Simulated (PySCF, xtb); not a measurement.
C₃HBrClF, SMILES C(F)=C=C(Br)Cl.

GFN2-xTB in xtb at its own geometry gives an orbital gap of 4.01 eV and a dipole moment of 2.70 D.

Geometry optimised at B3LYP-D3(BJ)/def2-SVP. This is a generated structure with no PubChem entry under its InChIKey; it may be hypothetical.

Problem. What does PBE/def2-TZVP (PySCF) give? (Estimate from the structure and the level; the computed values follow.)

Solution. gap 4.29 eV (levels -6.65 and -2.36 eV), dipole 1.18 D.
